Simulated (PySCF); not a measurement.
C2H11BO2SeSi2.
Structure used (PBE0-D3(BJ)/def2-SVP), in Å, numbered top down from 1:
```
atom  x, y, z in Å
C1    -1.7956    1.5749    0.8397
O2    -1.9739    0.2598    0.3865
B3    -1.0117   -0.5072   -0.1796
O4    -1.3220   -1.7449   -0.6243
C5    -2.6217   -2.2850   -0.5407
Si6    0.9337    0.0481   -0.4460
Se7    1.8233    0.5615    1.6238
Si8    3.9622    0.8131    0.8678
H9    -0.7447    1.9045    0.7756
H10   -2.1121    1.6439    1.8915
H11   -2.4173    2.2603    0.2431
H12   -2.6813   -2.9832    0.3091
H13   -2.8251   -2.8460   -1.4645
H14   -3.3829   -1.5020   -0.4094
H15    1.0906    1.2550   -1.3236
H16    1.7420   -1.0513   -1.0565
H17    4.0539    1.9240   -0.1272
H18    4.8056    1.1315    2.0568
H19    4.4495   -0.4440    0.2249
```

Method used: TDDFT CAM-B3LYP/def2-SVPD, vertical, gas phase, core orbitals frozen in the response (PySCF 2.14.0, density-fitted response routines). The CAM-B3LYP/def2-SVPD calculation is non-relativistic and has no spin–orbit coupling, an omission that weighs most on selenium.

Transition dipole moments from the ground state, in atomic units and in the frame of the coordinates above (overall signs are arbitrary), for the states with f of 0.002 or more among the lowest 9:

| state | E (eV) | μx | μy | μz |
| --- | --- | --- | --- | --- |
| S1 | 5.185 | -0.007 | -0.349 | 0.016 |
| S4 | 6.244 | -0.501 | 0.010 | -0.253 |
| S5 | 6.555 | -0.289 | 0.189 | -0.101 |
| S6 | 6.628 | 0.158 | 0.140 | 0.112 |
| S7 | 6.934 | 0.169 | 0.179 | 0.772 |
| S8 | 7.060 | 0.065 | -0.193 | 0.156 |
| S9 | 7.189 | -0.055 | -0.184 | 0.086 |

**Question.** What oscillator strength does each state have?

**Answer.** f = (2/3) ΔE |μ|² with ΔE in hartree (27.2114 eV).

```json
{"state": "S1", "|μ|² (au)": "0.122", "|μ| (D)": "0.89", "f": "0.016"}
{"state": "S4", "|μ|² (au)": "0.315", "|μ| (D)": "1.43", "f": "0.048"}
{"state": "S5", "|μ|² (au)": "0.129", "|μ| (D)": "0.91", "f": "0.021"}
{"state": "S6", "|μ|² (au)": "0.057", "|μ| (D)": "0.61", "f": "0.009"}
{"state": "S7", "|μ|² (au)": "0.656", "|μ| (D)": "2.06", "f": "0.111"}
{"state": "S8", "|μ|² (au)": "0.066", "|μ| (D)": "0.65", "f": "0.011"}
{"state": "S9", "|μ|² (au)": "0.044", "|μ| (D)": "0.54", "f": "0.008"}
```

**Question.** Which bond between heavy atoms lies closest to the direction of the S7 transition dipole?

**Answer.** Si6–Se7, at 11° from it; next B3–O4 at 56°.

**Question.** What angle do the transition dipoles of S5 and S7 make?

**Answer.** |cos θ| = |μa·μb| / (|μa| |μb|) = 0.32, so θ ≈ 72° (taken between 0 and 90°, since the signs are arbitrary).

**Question.** What peak molar absorption coefficient would the strongest computed level give as a lone Gaussian band 0.4 eV wide at half height?

**Answer.** ε(max) = 2.175×10⁸ f / FWHM, with the width in cm⁻¹. S7: 2.175×10⁸ × 0.1114 / 3226 ≈ 7500 L mol⁻¹ cm⁻¹.

The vertical ionisation energy (ΔSCF) is 8.74 eV, 1.55 eV above S9.

One conformer stands for the species.

Without π bonds the low states may be Rydberg-like; a valence basis with one diffuse set may place them up to an eV too high.
